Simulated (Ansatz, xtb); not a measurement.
## Two isomers of C4H7F3N2

Structure X is `CCN/N=C\C(F)(F)F`, a singlet and structure Y is `CN/N=C(/C)C(F)(F)F`, a singlet. Both are isolated molecules in the gas phase, relaxed with B3LYP-D3(BJ)/def2-SVP; the shapes shown needn't be the lowest conformers.

X (Å):

| atom | x (Å) | y (Å) | z (Å) |
| --- | --- | --- | --- |
| C | -2.6419 | 1.4047 | 1.0668 |
| C | -1.2667 | 0.8220 | 1.3895 |
| C | 0.0113 | -0.1595 | -1.8021 |
| C | -0.2049 | -1.6321 | -1.9912 |
| F | 0.6264 | -2.3791 | -1.2335 |
| F | -0.0218 | -1.9877 | -3.2666 |
| F | -1.4635 | -2.0105 | -1.6358 |
| N | -0.7480 | -0.0614 | 0.3593 |
| N | -0.2490 | 0.4979 | -0.7275 |
| H | -2.5996 | 1.9859 | 0.1327 |
| H | -2.9844 | 2.0708 | 1.8746 |
| H | -3.3927 | 0.6075 | 0.9410 |
| H | -0.5290 | 1.6276 | 1.5248 |
| H | -1.2978 | 0.2462 | 2.3289 |
| H | -1.1574 | -0.9953 | 0.2994 |
| H | 0.4649 | 0.3762 | -2.6397 |

Y (Å):

```csv
atom,x (Å),y (Å),z (Å)
C,-0.7169,0.0777,2.5844
C,0.5897,0.9439,-0.6253
C,1.7343,1.7806,-1.1214
C,-0.3197,0.3135,-1.6566
F,-0.0993,0.7979,-2.8850
F,-0.1662,-1.0257,-1.7157
F,-1.6333,0.5262,-1.3734
N,-0.4921,-0.0388,1.1606
N,0.4508,0.7382,0.6382
H,0.2540,0.0892,3.0993
H,-1.2895,-0.7951,2.9323
H,-1.2691,0.9957,2.8655
H,-1.3053,-0.2759,0.5923
H,1.3857,2.6503,-1.7023
H,2.3069,2.1350,-0.2547
H,2.4071,1.2035,-1.7788
```

Quicker runs give these differences E(Y) − E(X): GFN2-xTB −0.099 eV; HF/STO-3G −0.120 eV (at GFN2-xTB geometries); r2SCAN-D4/def2-SVP −0.112 eV (at GFN2-xTB geometries).

**Question.** Estimate E(Y) − E(X) at the level CCSD(T)/def2-SVP + ΔMP2/def2-TZVPP.

**Answer.** Too close to call at this level: CCSD(T)/def2-SVP + ΔMP2/def2-TZVPP gives E(Y) − E(X) = −0.067 eV.

The same difference at several levels:

```tsv
level	geometry	E(Y) − E(X) (eV)	departure from the last row (eV)	job, with rough time for the two
GFN2-xTB	GFN2-xTB	−0.099	−0.031	optimisation, 0.38 s
HF/STO-3G	GFN2-xTB	−0.120	−0.052	single point, 0.48 s
r2SCAN-D4/def2-SVP	GFN2-xTB	−0.112	−0.045	single point, 4.4 s
B3LYP-D3(BJ)/def2-SVP	B3LYP-D3(BJ)/def2-SVP	−0.079	−0.012	optimisation, 74 s
HF/def2-SVP	B3LYP-D3(BJ)/def2-SVP	−0.054	+0.013	part of the CCSD(T) run
MP2/def2-SVP	B3LYP-D3(BJ)/def2-SVP	−0.108	−0.041	part of the CCSD(T) run
CCSD(T)/def2-SVP	B3LYP-D3(BJ)/def2-SVP	−0.099	−0.032	single point
CCSD(T)/def2-SVP + ΔMP2/def2-TZVPP	B3LYP-D3(BJ)/def2-SVP	−0.067		single point, 3.7 min
```

As drawn, both hold the same kinds of bond in the same numbers. Structure X has 1 methyl group, Y 2.

The largest departure from CCSD(T)/def2-SVP + ΔMP2/def2-TZVPP is that of HF/STO-3G, 0.052 eV. The last row adds to CCSD(T) the change of the MP2 difference between the two basis sets, here +0.032 eV.

With thermal terms from frequencies at re-optimised GFN2-xTB minima (ideal gas, soft modes damped towards free rotors, one conformer each, 298.15 K, 1 atm): the zero-point term adds −0.026 eV; ΔH is −0.081 and ΔG −0.095 eV.

The correlated steps freeze 9 core orbitals. Run with Ansatz 0.2.0, xtb 6.7.1; the last row on 4 threads of Arm Neoverse V1 on a shared host.
